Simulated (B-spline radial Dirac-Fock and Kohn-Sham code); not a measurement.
The computed values come from an atomic code on a B-spline grid: independent-particle photoionisation in a Dirac-Hartree-Slater potential with a Latter tail, all multipoles, thresholds from Dirac-Fock ΔSCF. Kinetic energies are from the vacuum level. Open shells are spread statistically over j, without multiplet splitting. Without correlation, outer binding energies are uncertain by a few eV, most for open f shells.

Q: A free atom or ion in its tabulated ground configuration is ionised with 4260 eV photons and gives these photoelectron lines. Identify it and assign the lines.

```csv
kinetic energy (eV),relative cross section
2239.1,100.0
3966.5,6.6
4008.7,0.49
4009.4,0.96
```

A: Si⁶⁺, [He] 2s2 2p4. Binding energies are hν less the kinetic energy: 1s 2020.9 eV, 2s 293.5 eV, 2p1/2 251.3 eV, 2p3/2 250.6 eV.

Q: A free atom or ion in its tabulated ground configuration is ionised with 1660 eV photons and gives these photoelectron lines. Identify it and assign the lines.

| kinetic energy (eV) | relative cross section |
| --- | --- |
| 1286.3 | 47.5 |
| 1357.6 | 52.0 |
| 1365.6 | 100.0 |
| 1488.9 | 34.0 |
| 1490.2 | 49.4 |
| 1567.4 | 7.9 |
| 1582.5 | 1.2 |
| 1583.5 | 2.4 |

A: Kr⁵⁺, [Ar] 3d10 4s2 4p1. Binding energies are hν less the kinetic energy: 3s 373.7 eV, 3p1/2 302.4 eV, 3p3/2 294.4 eV, 3d3/2 171.1 eV, 3d5/2 169.8 eV, 4s 92.56 eV, 4p1/2 77.51 eV, 4p3/2 76.49 eV.

Q: A free atom or ion in its tabulated ground configuration is ionised with 4420 eV photons and gives these photoelectron lines. Identify it and assign the lines.

```tsv
kinetic energy (eV)	relative cross section
1639.9	47.5
1877.7	54.6
1971.9	100.0
3873.3	9.1
3963.4	7.2
3979.2	13.2
4138.1	2.5
4140.8	3.6
4287.4	1.6
4316.7	1.1
4319.1	2.0
```

A: Nb⁵⁺, [Ar] 3d10 4s2 4p6. Binding energies are hν less the kinetic energy: 2s 2780.1 eV, 2p1/2 2542.3 eV, 2p3/2 2448.1 eV, 3s 546.7 eV, 3p1/2 456.6 eV, 3p3/2 440.8 eV, 3d3/2 281.9 eV, 3d5/2 279.2 eV, 4s 132.6 eV, 4p1/2 103.3 eV, 4p3/2 100.9 eV.

Q: A free atom or ion in its tabulated ground configuration is ionised with 1960 eV photons and gives these photoelectron lines. Identify it and assign the lines.

| kinetic energy (eV) | relative cross section |
| --- | --- |
| 50.61 | 100.0 |
| 1742.0 | 5.5 |
| 1794.2 | 1.2 |
| 1794.8 | 2.4 |

A: Si⁴⁺, [He] 2s2 2p6. Binding energies are hν less the kinetic energy: 1s 1909.4 eV, 2s 218.0 eV, 2p1/2 165.8 eV, 2p3/2 165.2 eV.

Q: A free atom or ion in its tabulated ground configuration is ionised with Cu Kα (8047.8 eV) photons and gives these photoelectron lines. Identify it and assign the lines.

```tsv
kinetic energy (eV)	relative cross section
351.9	100.0
6653.2	7.3
6774.7	1.8
6787.5	3.3
```

A: Fe¹⁶⁺, [He] 2s2 2p6. Binding energies are hν less the kinetic energy: 1s 7695.9 eV, 2s 1394.6 eV, 2p1/2 1273.1 eV, 2p3/2 1260.3 eV.
